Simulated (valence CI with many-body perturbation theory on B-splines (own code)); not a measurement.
**Zr+: what the settings do**

Calculated by configuration interaction combined with many-body perturbation theory (CI+MBPT): three valence electrons over a frozen Dirac-Fock core [Kr], radial functions for each j: 6 s, 6 p, 5 d, 5 f, 1 g, with the one-electron correlation potential Σ1, the two-electron term Σ2, the three-electron term Σ3, Breit, model QED; selected CI, second order for the rest, scaled by the run's own slope (own B-spline code, finite nucleus).

Against 13 measured levels this calculation errs by 190 cm⁻¹ on average and by 311 at most. These come from a selection out of the NIST Handbook of Basic Atomic Spectroscopic Data. Levels without a partner in it may be off by more, other configurations by 1,000 to 4,000 cm⁻¹. Only levels of the ground parity were solved; by the run's estimate the other parity begins above the list, which can be wrong where configurations are misplaced.

The reference run has the lowest level 4d²5s ⁴F_3/2 and an ionisation energy of 12.9065 eV. Its largest variational space holds 6917 state functions.

Names give the largest LS component (configuration and term), which can be under half, so a name can repeat, a term be missing and a line seem to break the LS rules; names also repeat where a configuration has a term twice.

Changed runs:
A. orbitals per symmetry with explicit Σ2 and valence Breit (the others get mean screening factors) 5 → 4
B. Davidson tolerance 2e-05 → 0.0003; cutoff of virtual states (hartree) 3200 → 60
C. QED terms on → off
D. Davidson tolerance 2e-05 → 0.03 (bad on purpose)

Excitation energies of the reference run in cm⁻¹, and shifts in cm⁻¹:

| Level | Reference | A | B | C | D |
| --- | --- | --- | --- | --- | --- |
| 4d²5s ⁴F_5/2 | 311 | +2.0 | -1.8 | -1.1 | +2.0 |
| 4d²5s ⁴F_7/2 | 756 | +4.7 | -4.6 | -2.9 | +0.5 |
| 4d²5s ⁴F_9/2 | 1313 | +7.8 | -8.1 | -5.0 | +2.2 |
| 4d³ ⁴F_3/2 | 2293 | -197 | +139 | +52 | -11 |
| 4d³ ⁴F_5/2 | 2602 | -195 | +138 | +51 | -4.8 |
| 4d³ ⁴F_7/2 | 2997 | -192 | +136 | +50 | -4.7 |
| 4d³ ⁴F_9/2 | 3456 | -188 | +134 | +48 | -14 |
| 4d²5s ²D_3/2 | 4557 | -8.7 | -23 | -5.1 | +2.2 |
| 4d²5s ²D_5/2 | 4816 | +4.1 | -23 | -5.3 | +11 |
| 4d²5s ²F_5/2 | 5832 | +19 | +4.7 | +5.6 | +41 |
| 4d³ ²P_1/2 | 5984 | -149 | +56 | +26 | +13 |
| 4d³ ²P_3/2 | 6367 | -134 | +48 | +22 | +5.0 |
| Ionisation energy (eV) | 12.9065 | +0.0165 | -0.00042 | +0.0052 | -0.0045 |
